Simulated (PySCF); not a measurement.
Species: Mo(CH)(NH2)3, CH₇MoN₃ (singlet state).
Bonds: Mo1–C2, Mo1–N4, Mo1–N7, Mo1–N10. Hydrogens: H3 on C2; H5, H6 on N4; H8, H9 on N7; H11, H12 on N10.

Method used: PBE0-D3(BJ)/def2-SVP geometry optimisation, gas phase, def2 core potentials past Kr in PySCF.

(1) What internal coordinates does the optimisation give?

Results:

(1) 
```
                   bond  length (Å)
                 Mo1–C2       1.710
Mo1–N4, Mo1–N7, Mo1–N10       1.945
                  C2–H3       1.094
 N4–H5 and 5 like bonds       1.016
```

Bonds in one row agree within 0.01 Å and their mean is given. A selection of angles:
```
    angle  degrees
C2–Mo1–N4    102.9
N4–Mo1–N7    115.2
Mo1–C2–H3    180.0
Mo1–N4–H5    121.6
Mo1–N4–H6    128.5
 H5–N4–H6    109.9
Mo1–N7–H8    128.5
```

Mo1 (molybdenum bonded to C and 3 N) is distorted tetrahedral (angles from 102.9° to 115.2°). All 3 Mo–N bonds measure 1.944 to 1.945 Å. N4 (nitrogen bonded to Mo and 2 H) is planar (angles 128.5°, 121.6° and 109.9°, sum 360.0°, 0.00 Å off the plane of its three neighbours).

Point group: C3v (tolerance 0.08 Å). PBE0-D3(BJ)/def2-SVP frequencies: not computed here. Torsions: C2–Mo1–N4–H 180° and 0°, C2–Mo1–N7–H 0° and 180°, C2–Mo1–N10–H 180° and 0°.
